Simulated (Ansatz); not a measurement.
Diatomic ZrSe, multiplicity 3 (an upper state: multiplicity 1 came lower at CCSD(T)/def2-TZVPP on PBE0 minima). No spin–orbit coupling. Se is treated without relativity.

Constants: fifth-degree fit in 1/R to seven points, most abundant isotopes. In def2 and cc sets the state is the lowest found near the PBE0 minimum, followed along R.

Correlated levels freeze the inner cores; with def2 sets outer-core shells near the valence are correlated too.

Programs: Ansatz (Gaussian orbitals). Each number belongs to the level named beside it. In def2 rows elements past Kr take small-core potentials, without spin–orbit coupling.

Problem. What bond length and harmonic frequency does PBE0/def2-TZVPP give?

Solution. r_e = 2.319 Å, ω_e = 374 cm⁻¹.

Problem. What bond length and harmonic frequency does wB97X-V/def2-TZVPP give?

Solution. r_e = 2.312 Å, ω_e = 387 cm⁻¹.

Problem. What bond length and harmonic frequency does CCSD(T)/def2-TZVPP give?

Solution. r_e = 2.338 Å, ω_e = 369 cm⁻¹.

Ansatz is a quantum-chemistry and plane-wave program.
